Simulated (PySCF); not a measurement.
Molecule: `InChI=1S/C4H10O2S/c1-3-4-7(2,5)6/h3-4H2,1-2H3`.

Molfile (atoms numbered from 1):
```
C4H10O2S
     RDKit          3D

 17 16  0  0  0  0  0  0  0  0999 V2000
   -1.9736    0.4033    0.3282 C   0  0  0  0  0  0  0  0  0  0  0  0
   -1.1621   -0.6032   -0.4722 C   0  0  0  0  0  0  0  0  0  0  0  0
    0.2483   -0.1486   -0.8187 C   0  0  0  0  0  0  0  0  0  0  0  0
    1.2339    0.0593    0.6770 S   0  0  0  0  0  6  0  0  0  0  0  0
    2.9214    0.0633    0.0933 C   0  0  0  0  0  0  0  0  0  0  0  0
    1.0526   -1.1430    1.4896 O   0  0  0  0  0  0  0  0  0  0  0  0
    0.9668    1.3823    1.2410 O   0  0  0  0  0  0  0  0  0  0  0  0
   -2.9918    0.0255    0.5019 H   0  0  0  0  0  0  0  0  0  0  0  0
   -1.5116    0.6043    1.3049 H   0  0  0  0  0  0  0  0  0  0  0  0
   -2.0542    1.3661   -0.2004 H   0  0  0  0  0  0  0  0  0  0  0  0
   -1.6707   -0.8356   -1.4227 H   0  0  0  0  0  0  0  0  0  0  0  0
   -1.0835   -1.5524    0.0818 H   0  0  0  0  0  0  0  0  0  0  0  0
    0.7689   -0.9011   -1.4307 H   0  0  0  0  0  0  0  0  0  0  0  0
    0.2715    0.8229   -1.3361 H   0  0  0  0  0  0  0  0  0  0  0  0
    3.0657    0.8929   -0.6105 H   0  0  0  0  0  0  0  0  0  0  0  0
    3.1589   -0.9076   -0.3588 H   0  0  0  0  0  0  0  0  0  0  0  0
    3.5274    0.2229    0.9954 H   0  0  0  0  0  0  0  0  0  0  0  0
  1  2  1  0
  2  3  1  0
  3  4  1  0
  4  5  1  0
  4  6  2  0
  4  7  2  0
  1  8  1  0
  1  9  1  0
  1 10  1  0
  2 11  1  0
  2 12  1  0
  3 13  1  0
  3 14  1  0
  5 15  1  0
  5 16  1  0
  5 17  1  0
M  END
```

Geometry PBE0-D3(BJ)/def2-SVP throughout; GIAO in PySCF 2.14, gas phase, one conformer, non-relativistic; equivalent atoms averaged; functional PBE0.

For orientation, 6-31G* gives these absolute shieldings σ: C3 140.7, C5 153.4, C2 177.1, C1 180.5, S4 255.5, O6/O7 143.8, H15/H16/H17 29.80, H11/H12 30.07, H8/H9/H10 30.69 ppm.

A run gave: C3 136.5, C5 151.4, C2 175.9, C1 181.5, S4 280.0, O6/O7 141.4, H15/H16/H17 28.78, H11/H12 29.35, H8/H9/H10 30.15 ppm (absolute shieldings σ).

Problem. Which basis set was used in that run?
A. 6-311+G(2d,p)
B. 6-31G
C. aug-cc-pVDZ
D. pcSseg-1
E. pcSseg-0

Solution. C. S4 tells them apart best: aug-cc-pVDZ gives 280.0, 6-31G gives 305.7, 6-311+G(2d,p) gives 174.7, pcSseg-0 gives 236.5, pcSseg-1 gives 196.9 ppm.
